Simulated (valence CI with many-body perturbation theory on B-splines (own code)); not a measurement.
## Level structure of Sr5+

Method: configuration interaction combined with many-body perturbation theory (CI+MBPT): five valence electrons over a frozen Dirac-Fock core [Ar] 3d10, radial functions for each j: 9 s, 9 p, 8 d, 6 f, 3 g, 1 h, with the one-electron correlation potential Σ1 (screened to all orders), the two-electron term Σ2, the three-electron term Σ3, Breit, model QED; selected single and double excitations, second order for the rest, scaled by the run's own slope (own B-spline code, finite nucleus).

Set against measurement, 19 paired levels are off by 96 cm⁻¹ on average, the worst by 213. These come from a selection out of Sansonetti, J. Phys. Chem. Ref. Data 41, 013102 (2012). Levels without a partner in it may be off by more. Among the levels kept, up to 1100 cm⁻¹ of a level comes from second order outside the variational space, and about a tenth of that is noise between levels of different J, which matters for small intervals.

Levels 46 to 54 of 54, with energies above the lowest level, 4s2 4p3 4S°_3/2. "Leading %" is the weight of the configuration and term that name the level; weights of strongly mixed levels are sums over their largest components and can fall short. In the jj column 3d3/2^4 stands for four electrons in 3d with j = 3/2. Lifetimes count E1, E2, E3, M1 and M2 decay at the calculated energies, and are blank where another channel may lead or the interval is too uncertain; long ones can be off by a factor of two.

| No. | Configuration | Term | J | E (eV) | Leading % | Lifetime | Second component | Leading jj |
| --- | --- | --- | --- | --- | --- | --- | --- | --- |
| 46 | 4s2 4p2 5s | 2P | 3/2 | 42.639 | 70 | 33.6 ps | 22 % 4s2 4p2 5s 2D | 4s^2 4p1/2 4p3/2 5s (79 %) |
| 47 | 4s 4p3 4d | 6D° | 1/2 | 43.812 | 97 | 18.5 ns |  | 4s 4p1/2 4p3/2^2 4d3/2 (51 %) |
| 48 | 4s 4p3 4d | 6D° | 3/2 | 43.828 | 92 | 5.15 ns |  | 4s 4p1/2 4p3/2^2 4d3/2 (41 %) |
| 49 | 4s 4p3 4d | 6D° | 5/2 | 43.862 | 97 | 23.4 ns |  | 4s 4p1/2 4p3/2^2 4d3/2 (35 %) |
| 50 | 4p5 | 2P° | 3/2 | 43.901 | 58 | 306 ps | 28 % 4s 4p3 4d 2P° | 4p1/2^2 4p3/2^3 (58 %) |
| 51 | 4s 4p3 4d | 6D° | 7/2 | 43.903 | 96 | 45.6 ns |  | 4s 4p1/2 4p3/2^2 4d5/2 (30 %) |
| 52 | 4s 4p3 4d | 6D° | 9/2 | 43.967 | 97 | 127 ns |  | 4s 4p1/2 4p3/2^2 4d5/2 (53 %) |
| 53 | 4s2 4p2 5s | 2D | 5/2 | 44.119 | 83 | 67.7 ps | 12 % 4s2 4p2 5s 4P | 4s^2 4p3/2^2 5s (65 %) |
| 54 | 4s2 4p2 5s | 2D | 3/2 | 44.247 | 72 | 50.0 ps | 20 % 4s2 4p2 5s 2P | 4s^2 4p3/2^2 5s (77 %) |

Names give the largest LS component (configuration and term), which can be under half, so a name can repeat, a term be missing and a line seem to break the LS rules; names also repeat where a configuration has a term twice.

Where two levels of one J and parity lie close, their mixing, g and order are uncertain.
